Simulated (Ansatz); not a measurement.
Born–Oppenheimer molecular dynamics of CH₃Cl₃OSi (9 atoms, charge 0, multiplicity 1). It starts from a relaxed structure.

Level of theory: Ansatz, RHF/6-31G*.

| Property | Result |
| --- | --- |
| ensemble | NVE (Milne-controlled integrator) |
| time step | 0.5 fs |
| steps asked | 250 |
| starting velocities drawn for | 500 K |
| masses | H 2.014 u |
| seed | 686234 |

First frame:

```xyz
9
Properties=species:S:1:pos:R:3
Si -0.012 -0.040 -0.002
O -0.033 -0.259 1.582
C -1.118 -0.357 2.484
H -1.758 -1.188 2.216
H -0.704 -0.524 3.466
H -1.691 0.561 2.485
Cl 1.922 -0.004 -0.604
Cl -0.919 1.719 -0.503
Cl -0.999 -1.551 -0.955
```

Q: What does the run give?

A: The run went to its last step.

```
steps done                                               : 250
time covered                                             : 125 fs
mean temperature over the second half                    : 249 K
spread of the potential energy over the second half      : 6.5 meV per atom
mean potential energy of the second half above the start : 25.2 meV per atom
```

The conserved energy stayed within 0.0083 meV per atom of its start (net change -0.0014 meV per atom), so the integration is sound. Over the second half the temperature averaged 0.50 of the 500 K drawn at the start: a run that starts near a minimum puts about half its kinetic energy into the potential. A run of 0.12 ps of so small a system gives no equilibrium averages.

Q: What happens to the structure?

A: The same pairs are bonded in the first frame and the last. Pairs count as bonded within 1.25 times the sum of covalent radii (0.12 Å more for H–H). The details hang on the random start.

Q: How do temperature and energy run in time?

A: 
```tsv
time (fs)	T (K)	potential energy less start (eV)	conserved less start (meV/atom)
0	500	0.000	0.00
4	324	0.160	0.00
8	268	0.210	0.00
12	254	0.222	0.00
16	185	0.285	0.00
20	157	0.311	0.00
24	179	0.291	0.00
28	304	0.177	0.00
32	269	0.209	0.00
36	319	0.163	0.00
40	346	0.139	0.00
44	234	0.240	0.00
48	190	0.281	0.00
52	225	0.249	0.00
56	204	0.268	0.00
60	169	0.299	0.00
64	272	0.206	0.00
68	335	0.149	0.00
72	242	0.234	0.00
76	235	0.240	0.00
80	280	0.199	0.00
84	181	0.288	0.00
88	127	0.337	0.00
92	147	0.320	0.00
96	256	0.221	0.00
100	275	0.203	0.00
104	299	0.182	0.00
108	389	0.101	0.00
112	271	0.207	0.00
116	260	0.217	0.00
120	216	0.257	0.00
124	189	0.281	0.00
```

Time of the run: 13 min on 2 threads of Intel(R) Xeon(R) Platinum 8259CL CPU @ 2.50GHz (Skylake/Cascade Lake), on a shared host, peak memory 0.3 GiB.
